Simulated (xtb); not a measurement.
CH₃Si, doublet, at a GFN2-xTB geometry of the parent state (the spin is typed, not shown lowest); GFN1-xTB (xtb).

Input for xtb:
```
$ xtb mol.xyz --gfn 1 --chrg 0 --uhf 1 --json

# file mol.xyz
5

C     -1.08417464     0.00728085    -0.00679304
Si     0.78388073    -0.00526421     0.00491151
H     -1.48875612    -0.60148259    -0.82507737
H     -1.48220116     1.02217807    -0.13099801
H     -1.49832506    -0.39068170     0.92807251
```

The log (banner, timings and long lists left out):

```
   ID    Z sym.   atoms
    1    6 C      1
    2   14 Si     2
    3    1 H      3-5

           -------------------------------------------------
          |                Calculation Setup                |
           -------------------------------------------------

           -------------------------------------------------
          |                 G F N 1 - x T B                 |
           -------------------------------------------------

          ...................................................
          :                      SETUP                      :
          :.................................................:
          :  # basis functions                  20          :
          :  # atomic orbitals                  19          :
          :  # shells                           11          :
          :  # electrons                        11          :
          :  # halogen bonds                     0          :
          :  max. iterations                   250          :
          :  Hamiltonian                  GFN1-xTB          :
          :  restarted?                      false          :
          :  GBSA solvation                  false          :
          :  PC potential                    false          :
          :  electronic temp.          300.0000000     K    :
          :  accuracy                    1.0000000          :
          :  -> integral cutoff          0.2500000E+02      :
          :  -> integral neglect         0.1000000E-07      :
          :  -> SCF convergence          0.1000000E-05 Eh   :
          :  -> wf. convergence          0.2000000E-04 e    :
          :  Broyden damping             0.4000000          :
          :  net charge                          0          :
          :  unpaired electrons                  1          :
          ...................................................

 iter      E             dE          RMSdq      gap      omega  full diag
   1     -5.4795994 -0.547960E+01  0.678E+00    0.00       0.0  T
   2     -5.4838038 -0.420435E-02  0.417E+00    0.00       1.0  T
   3     -5.4838392 -0.354691E-04  0.305E-01    0.00       1.0  T
   4     -5.4839891 -0.149912E-03  0.386E-02    0.00       1.2  T
   5     -5.4839910 -0.187180E-05  0.130E-02    0.00       3.5  T
   6     -5.4839911 -0.852741E-07  0.440E-03    0.00      10.2  T
   7     -5.4839911 -0.169124E-07  0.163E-04    0.00     273.9  T
   8     -5.4839911 -0.260947E-10  0.353E-06    0.00   12666.4  T

   *** convergence criteria satisfied after 8 iterations ***

         :::::::::::::::::::::::::::::::::::::::::::::::::::::
         ::                     SUMMARY                     ::
         :::::::::::::::::::::::::::::::::::::::::::::::::::::
         :: total energy              -5.423826624869 Eh    ::
         :: gradient norm              0.032991598690 Eh/a0 ::
         :: HOMO-LUMO gap              0.000000001265 eV    ::
         ::.................................................::
         :: SCC energy                -5.483991109977 Eh    ::
         :: -> electrostatic           0.001191611935 Eh    ::
         :: repulsion energy           0.061149132227 Eh    ::
         :: dispersion energy         -0.000984647119 Eh    ::
         :: halogen bond corr.         0.000000000000 Eh    ::
         :: add. restraining           0.000000000000 Eh    ::
         :: total charge               0.000000000000 e     ::
         :::::::::::::::::::::::::::::::::::::::::::::::::::::

           -------------------------------------------------
          |                Property Printout                |
           -------------------------------------------------

    * Orbital Energies and Occupations

         #    Occupation            Energy/Eh            Energy/eV
      -------------------------------------------------------------
         1        2.0000           -0.6093058             -16.5801
         2        2.0000           -0.5302599             -14.4291
         3        2.0000           -0.4989665             -13.5776
         4        2.0000           -0.4989665             -13.5776
         5        2.0000           -0.3877003             -10.5499
         6        0.5000           -0.2636501              -7.1743 (HOMO)
         7        0.5000           -0.2636501              -7.1743 (LUMO)
         8                         -0.1700603              -4.6276
         9                         -0.0841381              -2.2895
        10                         -0.0841381              -2.2895
        11                         -0.0769456              -2.0938
        12                         -0.0705179              -1.9189
        13                         -0.0705179              -1.9189
        14                          0.0284273               0.7735
        15                          0.0284273               0.7735
        16                          0.2900621               7.8930
        17                          0.2900621               7.8930
       ...                                ...                  ...
        19                          0.6569146              17.8756
      -------------------------------------------------------------
                  HL-Gap            0.0000000 Eh            0.0000 eV
             Fermi-level           -0.2946627 Eh           -8.0182 eV

  Mulliken/CM5 charges         n(s)   n(p)   n(d)
     1C    -0.20158 -0.30606   1.023  3.179  0.000
     2Si    0.07543  0.01936   1.859  1.869  0.197
     3H     0.04205  0.09557   0.958  0.000  0.000
     4H     0.04205  0.09557   0.958  0.000  0.000
     5H     0.04205  0.09557   0.958  0.000  0.000

Wiberg/Mayer (AO) data.
largest (>0.10) Wiberg bond orders for each atom

 ---------------------------------------------------------------------------
     #   Z sym  total        # sym  WBO       # sym  WBO       # sym  WBO
 ---------------------------------------------------------------------------
     1   6 C    3.933 --     2 Si   1.139     3 H    0.931     4 H    0.931
                             5 H    0.931
     2  14 Si   1.330 --     1 C    1.139
     3   1 H    1.001 --     1 C    0.931
     4   1 H    1.001 --     1 C    0.931
     5   1 H    1.001 --     1 C    0.931
 ---------------------------------------------------------------------------

Topologies differ in total number of bonds
Writing topology from bond orders to xtbtopo.mol

 dipole moment from electron density (au)
     X       Y       Z
  -0.2697   0.0018  -0.0017  total (Debye):    0.686

           -------------------------------------------------
          | TOTAL ENERGY               -5.423826624869 Eh   |
          | GRADIENT NORM               0.032991598690 Eh/α |
          | HOMO-LUMO GAP               0.000000001265 eV   |
           -------------------------------------------------

normal termination of xtb
```
